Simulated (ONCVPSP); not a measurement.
# Ag: excitation energies, all-electron against ONCV

| Quantity | Value |
| --- | --- |
| Element | silver |
| Generator | ONCVPSP 4.0.1 |
| Type | optimised norm-conserving Vanderbilt (ONCV) |
| Functional | PBE |
| Relativity | scalar-relativistic |
| Frozen core | [Ar] 3d10 |
| Valence charge | 19 |
| Reference configuration | 4s2 4p6 4d8 (charge +3) |
| Partial waves | 4s: rc 1.30 bohr, ncon 3, nbas 6, qcut 7.8 1/bohr, 1 projector; 4p: rc 1.65 bohr, ncon 5, nbas 10, qcut 9.5 1/bohr, 3 projectors, debl 3.8 Ha; 4d: rc 1.65 bohr, ncon 5, nbas 9, qcut 9.5 1/bohr, 2 projectors, debl 1.8 Ha |
| Local potential | polynomial inside 1.15 bohr (lpopt 2, dvloc0 0 Ha) |
| Core correction | polynomial model core, fcfact 0.7 |

In the p channel the program set the typed energies aside and used -3.559, 0.050, 3.850 Ha.

Energies are relative to the spin-unpolarised reference configuration 4s2 4p6 4d8; without spin polarisation the order of configurations can differ from experiment.

(1) Give the all-electron excitation energy and the error of the potential for: 4s2 4p6 4d10 5s1; 4s2 4p6 4d10; 4s2 4p6 4d9; 4s2 4p6 4d7.

Levels in the configuration 4s2 4p6 4d10:

```json
{"level": "4s", "all-electron (eV)": "-103.277", "pseudo (eV)": "-103.296"}
{"level": "4p", "all-electron (eV)": "-66.824", "pseudo (eV)": "-66.828"}
{"level": "4d", "all-electron (eV)": "-15.639", "pseudo (eV)": "-15.640"}
```

## Answers

(1)

```json
{"valence configuration": "4s2 4p6 4d10 5s1", "charge": "0", "ΔE all-electron (eV)": "-66.064", "error AE − PS (meV)": "+48"}
{"valence configuration": "4s2 4p6 4d10", "charge": "+1", "ΔE all-electron (eV)": "-58.307", "error AE − PS (meV)": "+12"}
{"valence configuration": "4s2 4p6 4d9", "charge": "+2", "ΔE all-electron (eV)": "-36.193", "error AE − PS (meV)": "+7.4"}
{"valence configuration": "4s2 4p6 4d7", "charge": "+4", "ΔE all-electron (eV)": "51.716", "error AE − PS (meV)": "+0.2"}
```
